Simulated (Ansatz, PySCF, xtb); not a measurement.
Acid–base and redox partners of NC=O. Gas-phase values, no solvent. One relaxed conformer stands for each flexible species; it need not be the lowest. Strings in code marks are SMILES.

Quantity: proton affinity at 298 K, in kJ/mol. Enthalpy corrections at 298 K come from GFN2-xTB frequencies (xtb).

Level 1: PBE-D3(BJ)/def2-TZVP // B3LYP-D3(BJ)/def2-TZVP (PySCF)
Level 2: frozen-core MP2/cc-pVTZ // B3LYP-D3(BJ)/def2-TZVP (Ansatz, a program for electronic structure)
Level 3: B3LYP/6-311+G** // B3LYP-D3(BJ)/def2-TZVP (PySCF)
Level 4: PBE/6-31G* // B3LYP-D3(BJ)/def2-TZVP (PySCF)

| species | level 2 | level 3 | level 4 |
|---|---|---|---|
| proton added at O3: `[H]/[O+]=C/N` | 841.6 | 832.5 | 841.1 |
| proton added at N1: `O=C[NH3+]` (not the most basic site) | 773.4 | 757.9 | 776.5 |

Q: What does level 1 give for each?

A: 
- proton added at O3: `[H]/[O+]=C/N`: 835.1
- proton added at N1: `O=C[NH3+]` (not the most basic site): 759.5
